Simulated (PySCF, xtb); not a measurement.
Al(F)(H)(SeH) (AlFH2Se), SMILES [F][AlH][SeH].

GFN2-xTB (xtb) at its own geometry gives an orbital gap of 3.92 eV and a dipole moment of 1.82 D.

Geometry optimised at B3LYP-D3(BJ)/def2-TZVP. The values are those of a single conformer.

### Question
What does PBE/def2-TZVPD in PySCF give? (Estimate from the structure and the level; the computed values follow.)

### Answer
gap 4.66 eV (levels -6.54 and -1.88 eV), dipole 1.66 D.
